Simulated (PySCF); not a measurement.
Y(SH)3(NH3) at several levels of theory

Computed with PySCF 2.14.0 (density fitting, no spin-orbit coupling) at the geometry relaxed with PBE0:

```xyz
11
Y(SH)3(NH3) (singlet)
Y    -0.1290   -0.1249    0.1569
S     0.9525    1.7083    1.6115
H     2.1940    1.4409    1.1407
S    -2.1840   -1.3191    1.1355
H    -2.0951   -0.6429    2.3052
S     1.2996   -1.3815   -1.5848
H     0.5420   -2.5004   -1.4909
N    -1.2671    1.3950   -1.3877
H    -2.2086    1.6432   -1.0757
H    -0.7491    2.2716   -1.4779
H    -1.3596    1.0084   -2.3294
```

```csv
level,basis,state,HOMO (eV),gap (eV),charge on Y1 (e),dipole about the centre of mass (D),largest force component (eV/Å)
PBE0,"Y def2-SVP with ECP28, S def2-SVP, H def2-SVP, N def2-SVP",singlet,-6.96,6.02,0.62,5.26,0.03
r2SCAN,the same,singlet,-6.08,4.89,0.63,5.25,0.07
revPBE,the same,singlet,-5.74,4.20,0.51,5.15,0.34
```

Charges are Mulliken's, which hang on the basis. The relaxation used the grid (50, 194), these runs (75, 302) or, all-electron (x2c bases, spin-free X2C Hamiltonian), (99, 590).

What does PBE0 with Y def2-TZVP with ECP28, S def2-TZVP, H def2-TZVP, N def2-TZVP give here?

state singlet, HOMO (eV) -7.08, gap (eV) 5.99, charge on Y1 (e) 1.00, dipole about the centre of mass (D) 5.22, largest force component (eV/Å) 0.26. Time: 23 s on 2 threads of Arm Neoverse V1, on a shared host, from free ions and atoms.

In the first row's basis the gap widens with exact exchange: 4.2 to 4.9 eV for revPBE, r2SCAN (none); 6.0 eV for PBE0 (a fixed share).

No frequency check is given that shows the relaxed geometry to be a minimum.
